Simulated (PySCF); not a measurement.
Compound: C7H10Cl3 (charge +1).
Structure used (PBE0-D3(BJ)/def2-SVP), in Å, numbered top down from 1:
```xyz
20
C7H10Cl3 angstrom
C      2.487    0.841    0.511
C      1.207    0.227    0.197
C      1.000   -1.186   -0.121
C     -0.513   -1.398   -0.199
C     -1.047   -0.007   -0.566
C     -2.497    0.270   -0.163
Cl    -2.938    1.905   -0.690
Cl    -3.552   -0.923   -0.920
Cl    -2.664    0.175    1.616
C     -0.050    0.937    0.112
H      2.381    1.749    1.123
H      2.887    1.190   -0.467
H      3.222    0.140    0.928
H      1.465   -1.262   -1.135
H      1.592   -1.880    0.498
H     -0.898   -1.700    0.788
H     -0.802   -2.170   -0.921
H     -1.010    0.144   -1.658
H     -0.010    1.995   -0.186
H     -0.329    0.958    1.207
```

The calculation used PBE0-D3(BJ)/def2-SVP geometry optimisation, gas phase in PySCF 2.14.0.

Masses are those of the commonest isotopes; rigid-rotor values at the optimised geometry. The values belong to one conformer with, in the numbering `[CH3:1][C+:2]1[CH2:3][CH2:4][C@@H:5]([C:6]([Cl:7])([Cl:8])[Cl:9])[CH2:10]1`, C1–C2–C3–C4 173°, C2–C3–C4–C5 26°, C3–C4–C5–C6 -156°, C4–C5–C10–C2 27°.

Problem. What are A, B and C (cm⁻¹)?

Solution. Ia = 382.27, Ib = 907.28, Ic = 995.14 u·Å²; 505379 MHz·u·Å²/I gives 1322, 557.0 and 507.8 MHz, that is A = 0.04410, B = 0.01858, C = 0.01694 cm⁻¹.

Problem. Classify the top.

Solution. An asymmetric top. Ray's parameter κ = (2B − A − C)/(A − C) = -0.879; −1 is the prolate and +1 the oblate limit.

Problem. Is it planar, by Δ = Ic − Ia − Ib?

Solution. Not planar: Δ = Ic − Ia − Ib = -294.42 u·Å². For a rigid frame Δ = −2 Σ m c², so Σ m c² = 147.21 u·Å² lies off the ab plane: 8.81 from hydrogen and 138.40 from heavier atoms. The atom farthest from that plane is 1.73 Å away.

Problem. Give the other two planar moments, Paa and Pbb, and the rms extents of the mass along the axes.

Solution. Paa = Σ m a² = (Ib + Ic − Ia)/2 = 760.07 and Pbb = Σ m b² = (Ia + Ic − Ib)/2 = 235.06 u·Å². With the mass M = 198.98 u, the rms extents √(P/M) along a, b and c are 1.95, 1.09, 0.86 Å.

Problem. List the rotational levels J(Ka,Kc) to J = 2 (cm⁻¹).

Solution. Above 0(0,0):
J = 1: 1(0,1) 0.0355, 1(1,1) 0.0610, 1(1,0) 0.0627
J = 2: 2(0,2) 0.1065, 2(1,2) 0.1304, 2(1,1) 0.1354, 2(2,1) 0.2119, 2(2,0) 0.2120
Those of J = 1 are B + C, A + C and A + B.

Problem. Which lines would a microwave search look for?

Solution. The dipole components (about the centre of mass, as the species is charged) are |μa| = 12.08 D, |μb| = 0.10 D, |μc| = 1.22 D. Intensities carry the squares of the components, which stand as 1.00 : 0.00 : 0.01 (a : b : c). Some lines, for components of 0.1 D or more:

```tsv
type	branch	J(Ka,Kc)	MHz	lower level (cm⁻¹)
c	Q	1(1,1) ← 1(0,1)	765	0.036
a	R	1(0,1) ← 0(0,0)	1065	0.000
c	R	1(1,0) ← 0(0,0)	1879	0.000
a	R	2(1,2) ← 1(1,1)	2081	0.061
a	R	2(0,2) ← 1(0,1)	2127	0.036
a	R	2(1,1) ← 1(1,0)	2179	0.063
c	Q	2(2,1) ← 2(1,1)	2295	0.135
c	R	2(1,1) ← 1(0,1)	2993	0.036
c	R	2(2,0) ← 1(1,0)	4476	0.063
c	R	2(2,1) ← 1(1,1)	4523	0.061
```

Problem. Estimate the classical rotational partition function at 25 K, 200 K and 298.15 K.

Solution. Point group C1, symmetry number σ = 1; q = (√π/σ)·√((kT/h)³/(ABC)), k/h = 20836.6 MHz/K: 34500 at 25 K, 780000 at 200 K, 1420000 at 298.15 K.

Not checked by PBE0-D3(BJ)/def2-SVP frequencies. Constants of a rigid frame at the computed geometry: no zero-point averaging, no centrifugal distortion. A rigid rotor knows nothing of internal rotation, which can split or shift real lines. Quadrupole hyperfine structure (35Cl) is left out.
